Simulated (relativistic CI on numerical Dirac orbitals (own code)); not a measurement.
## d4 in a ligand field

Computed with a parametric ligand-field model of a d^n configuration (Racah B and C, spin-orbit zeta, crystal field), exact diagonalisation.

Field parameters in Wybourne normalisation: Oh B⁴₀ = 21Dq, B⁴₄ = √(5/14) B⁴₀. The field is a parameter set, without covalency.

B = 480 cm⁻¹, C = 2410 cm⁻¹ (C/B = 5.02), Oh, no spin-orbit coupling. Tanabe-Sugano data, E/B above the lowest term (Δ = |10Dq|; b, c mark the second and third term of a kind):

```tsv
Δ/B	5E	5T2	3T1	3E	3T2	1T2	1E	1A1
1.0	0.00	1.00	24.00	24.26	24.87	36.04	35.95	37.15
5.0	0.00	5.00	21.91	24.67	26.53	34.34	34.37	38.15
9.0	0.00	9.00	18.76	24.86	27.03	31.50	32.02	37.54
13.0	0.00	13.00	15.28	24.96	27.26	28.28	29.16	36.31
17.0	0.00	17.00	11.65	25.03	27.40	24.87	25.97	34.67
21.0	0.00	21.00	7.93	25.07	27.49	21.34	22.57	32.70
25.0	0.00	25.00	4.15	25.11	27.55	17.72	19.02	30.46
29.0	0.00	29.00	0.33	25.13	27.60	14.05	15.38	27.97
33.0	3.52	36.52	0.00	28.67	31.16	13.85	15.18	28.78
37.0	7.39	44.39	0.00	32.56	35.06	13.97	15.28	29.77
41.0	11.28	52.28	0.00	36.46	38.98	14.08	15.37	30.62
45.0	15.19	60.19	0.00	40.38	42.91	14.17	15.44	31.35
```

The ground term changes from 5E to 3T1 between Δ/B = 29.0 and 33.0.
